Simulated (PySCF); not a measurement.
# Polarisability and C₆ of Lu (lutetium, neutral)

[Xe] 4f14 5d1 6s2, 2D determinant. Calculation: PySCF 2.14, in x2c-TZVPPall with one added diffuse shell each of s, p, d type (12s8p8d2f2g, 108 functions); scalar relativity by spin-free X2C-1e. Coupled (time-dependent) response in atomic units; α is the mean over directions.

| method | mean α (bohr³) | α xx, yy, zz | C₆ (like pair) | S(−4) |
| --- | --- | --- | --- | --- |
| PBE | 140.9 | 158.4, 158.4, 105.9 | 1457 | 87490 |

S(−4) is the Cauchy moment in α(ω) = α(0) + S(−4) ω² + …

Reference α: 137 ± 7 bohr³ (recommended; Schwerdtfeger and Nagle, table of static dipole polarizabilities (2023 update)). Published C₆: 2020 (Gould and Bucko (2016)).

Spin-orbit coupling is absent.

α(iu) at PBE:

```tsv
u (hartree)	α(iu) (bohr³)
0	140.9
0.0500	95.90
0.100	70.66
0.200	38.32
0.300	23.37
0.500	12.10
0.750	7.414
1.00	5.346
1.50	3.370
2.00	2.381
3.00	1.398
5.00	0.6696
```

The components differ because the open shell of this determinant is not spherical; for a pure term their mean is the scalar polarisability.

Spin-orbit coupling, absent here, splits the open shell strongly.
